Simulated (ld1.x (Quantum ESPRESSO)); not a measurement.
## Scattering properties, TM potential for carbon

```
Element                 : carbon
Generator               : ld1.x (Quantum ESPRESSO) 7.5
Type                    : norm-conserving Troullier–Martins (Kleinman–Bylander form)
Functional              : revPBE
Relativity              : scalar-relativistic
Frozen core             : [He]
Valence charge          : 4
Reference configuration : 2s1.5 2p2.5
Partial waves           : 2s (bound): rc 0.80 bohr; 2p (bound): rc 2.15 bohr
Local potential         : the p channel
Core correction         : none
```

The phase is arctan(r·u′/u) with u = r·R(r), unwrapped; energies in Ry, scanned from -3 to 5 Ry. A pole is an energy at which the radial function vanishes at the test radius. The pseudo phase is shifted by a multiple of π to meet the all-electron one at the reference energy, and phase errors are pseudo minus all-electron; the curves can meet again beyond the range given. Levels narrower than the energy grid can be missing from the lists of poles.

Question: For each channel, where are the poles, and over which energies does the pseudopotential scatter like the atom?

Answer:

| channel | radius (bohr) | reference energy (Ry) | poles, all-electron | poles, pseudo | unbroken range about the reference energy with phases within 0.05 rad | phase error 1 Ry above the reference energy (rad) |
| --- | --- | --- | --- | --- | --- | --- |
| s | 2.34 | -1.03 | -0.46 | -0.46 | below 1.6 | +0.006 |
| p | 2.34 | -0.40 | 0.20 | 0.22 | below 1.4 | +0.016 |

Phases in the p channel:

```csv
E (Ry),all-electron,pseudo
-3.00,1.305,1.307
-2.76,1.291,1.293
-2.52,1.274,1.277
-2.28,1.254,1.256
-2.04,1.228,1.231
-1.80,1.193,1.197
-1.56,1.146,1.151
-1.32,1.073,1.079
-1.08,0.948,0.955
-0.84,0.680,0.689
-0.60,-0.027,-0.022
-0.36,-0.961,-0.961
-0.12,-1.360,-1.356
0.12,-1.533,-1.525
0.36,-1.633,-1.622
0.60,-1.705,-1.689
0.84,-1.766,-1.744
1.08,-1.826,-1.795
1.32,-1.892,-1.846
1.56,-1.971,-1.904
1.80,-2.077,-1.974
2.04,-2.232,-2.063
2.28,-2.480,-2.188
2.52,-2.882,-2.374
2.76,-3.404,-2.663
3.00,-3.841,-3.078
3.24,-4.114,-3.533
3.48,-4.280,-3.885
3.72,-4.388,-4.113
3.96,-4.463,-4.261
4.20,-4.518,-4.361
4.44,-4.560,-4.433
4.68,-4.595,-4.487
4.92,-4.623,-4.529
```
